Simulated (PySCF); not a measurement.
**Pb(CH3)(OH): from a saddle point downhill**

PySCF 2.14.0, RKS PBE0, Pb def2-SVP with ECP60, C def2-SVP, H def2-SVP, O def2-SVP; non-relativistic Hamiltonian with scalar-relativistic core potentials where named; density fitting; no spin-orbit coupling. Relaxed within the symmetry of its start, the geometry (Cs) is

```xyz
7

Pb   -0.0257   -0.0031   -0.2069
C     1.8203   -0.0112    1.1474
H     2.7607   -0.0389    0.5769
H     1.7986    0.8887    1.7827
H     1.7622   -0.8913    1.8077
O    -1.2899    0.0480    1.4898
H    -2.2166    0.0503    1.2215
```

and its lowest harmonic modes are -76, 148, 428, 444, 542, 592 cm⁻¹ (negative: unstable). It was moved along the lowest mode and relaxed again.

Task: Where does it end, and how much lower?

Result: In C1, nearly Cs, 0.018 eV lower, after 17 steps:
```xyz
7

Pb   -0.0334    0.4706   -0.1195
C     1.8105    0.0598    1.1707
H     2.5125   -0.6146    0.6533
H     2.3415    0.9976    1.4030
H     1.4575   -0.4077    2.1014
O    -1.2757   -0.2570    1.4339
H    -2.2067   -0.2175    1.1835
```

Task: How do the contacts change?

Result: 
| contact | saddle (Å) | end (Å) |
| --- | --- | --- |
| Pb1–C2 (CH3) | 2.290 | 2.288 |
| Pb1–O6 (OH) | 2.117 | 2.118 |


Task: Is the end a minimum?

Result: Yes; lowest modes 95, 154, 428, 445, 541, 610 cm⁻¹.

State: singlet.
